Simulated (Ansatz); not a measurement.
arsine (SMILES [AsH3]) moved off its minimum; all values from Ansatz (a first-principles code), cores frozen in correlated methods.
(charge 0, multiplicity 1)
```xyz
4

As    -0.0069     0.0190     0.1442
H     -0.7446    -1.0499    -0.7280
H     -0.5629     1.0336    -0.7683
H      1.3167    -0.1508    -0.7409
```

Forces at PBE/def2-TZVPP (eV/Å):

| atom | Fx | Fy | Fz |
|---|---|---|---|
| As1 | 0.849 | -1.282 | -0.143 |
| H2 | 0.259 | 0.150 | 0.352 |
| H3 | -0.305 | 0.978 | -0.691 |
| H4 | -0.803 | 0.154 | 0.483 |

Task: Give the forces (eV/Å), the total energy and the dipole at CCSD(T)/aug-cc-pVTZ.

Result: 
```tsv
atom	Fx	Fy	Fz
As1	0.857	-1.330	-0.562
H2	0.317	0.211	0.495
H3	-0.267	0.947	-0.557
H4	-0.907	0.172	0.624
```
Energy -2236.1631 hartree, dipole 0.24 D.
